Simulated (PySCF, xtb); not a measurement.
NbBr5, SMILES [Br][Nb]([Br])([Br])([Br])[Br], multiplicity 1.

Harmonic wavenumbers (cm⁻¹) from GFN2-xTB run with xtb at its own minimum, in rising order: 37, 37, 88, 88, 109, 111, 111, 166, 193, 267, 286, 286.

Q: What does PBE0-D3(BJ)/def2-SVP in PySCF give at its own minimum? (An estimate is asked for; the answer gives what the named calculation found.)

A: 33, 33, 101, 101, 116, 116, 123, 193, 242, 302, 320, 320. Paired by order, the mean absolute difference is 20 cm⁻¹ and the zero-point energies are 2.5 and 2.9 kcal/mol.
